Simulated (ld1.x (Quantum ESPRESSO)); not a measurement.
**Reading a pseudo-wave (vanadium)**

Columns: radius, all-electron u(r) and pseudo u(r) of the 3d shell (level -5.64 eV) of vanadium in the configuration [Ne] 3s2 3p6 3d3 4s1.75 4p0.25; BP86, scalar-relativistic, TM scheme, ld1.x (Quantum ESPRESSO) 7.5.

| r (bohr) | all-electron | pseudo |
| --- | --- | --- |
| 0.053 | 0.0081 | 0.0021 |
| 0.105 | 0.0444 | 0.0155 |
| 0.158 | 0.1092 | 0.0500 |
| 0.210 | 0.1900 | 0.1086 |
| 0.262 | 0.2785 | 0.1908 |
| 0.315 | 0.3689 | 0.2924 |
| 0.368 | 0.4543 | 0.4019 |
| 0.420 | 0.5302 | 0.5064 |
| 0.473 | 0.5980 | 0.6006 |
| 0.525 | 0.6548 | 0.6753 |
| 0.578 | 0.7030 | 0.7318 |
| 0.630 | 0.7408 | 0.7694 |
| 0.683 | 0.7703 | 0.7932 |
| 0.735 | 0.7912 | 0.8066 |
| 0.788 | 0.8052 | 0.8136 |
| 0.840 | 0.8127 | 0.8163 |
| 0.893 | 0.8150 | 0.8160 |
| 0.945 | 0.8128 | 0.8129 |
| 0.998 | 0.8068 | 0.8068 |
| 1.050 | 0.7979 | 0.7979 |
| 1.102 | 0.7866 | 0.7866 |
| 1.155 | 0.7731 | 0.7731 |
| 1.208 | 0.7581 | 0.7581 |
| 1.260 | 0.7421 | 0.7421 |
| 1.313 | 0.7250 | 0.7250 |
| 1.365 | 0.7076 | 0.7076 |

Question: How many radial nodes do the two functions have?

Answer: The all-electron 3d function has n − l − 1 = 0; the pseudo-wave has 0.

Question: At about which radius was the pseudo-wave matched?

Answer: 1.05 bohr. The columns agree to 0.0005 from 0.94 bohr on; several derivatives are matched, so the curves merge somewhat inside the radius.

Question: Where does each function peak?

Answer: Outermost all-electron maximum near 0.89 bohr, pseudo maximum near 0.84 bohr (to the table’s step).

Question: Is the pseudo-wave norm-conserving?

Answer: Yes: the TM scheme keeps the norm inside the radius equal to the all-electron one, which fixes the energy derivative of the logarithmic derivative at the level.
